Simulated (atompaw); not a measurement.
## Reading a pseudo-wave (P (Z = 15))

Columns: radius, all-electron u(r) and pseudo u(r) of the 3s shell (level -13.94 eV) of phosphorus in the configuration [Ne] 3s2 3p3; LDA (PW92), non-relativistic, PAW (atompaw) scheme, atompaw 4.2.0.5.

```csv
r (bohr),all-electron,pseudo
0.069,0.1903,0.0621
0.138,0.0042,0.1237
0.208,-0.2058,0.1854
0.277,-0.3360,0.2448
0.346,-0.3803,0.3026
0.415,-0.3555,0.3582
0.485,-0.2816,0.4122
0.554,-0.1795,0.4627
0.623,-0.0627,0.5101
0.692,0.0584,0.5543
0.762,0.1783,0.5955
0.831,0.2889,0.6326
0.900,0.3892,0.6660
0.969,0.4778,0.6955
1.038,0.5542,0.7213
1.108,0.6194,0.7435
1.177,0.6718,0.7615
1.246,0.7134,0.7758
1.315,0.7450,0.7865
1.385,0.7678,0.7936
1.454,0.7822,0.7970
1.523,0.7894,0.7971
1.592,0.7904,0.7938
1.662,0.7861,0.7871
1.731,0.7772,0.7774
1.800,0.7646,0.7646
```

Q: How many radial nodes do the two functions have?

A: The all-electron 3s function has n − l − 1 = 2; the pseudo-wave has 0, since the states of the same l below it are removed with the core.

Q: Is the pseudo-wave norm-conserving?

A: No, it belongs to a PAW set: the norm inside the radius is not constrained, and the difference is carried by the augmentation charge.
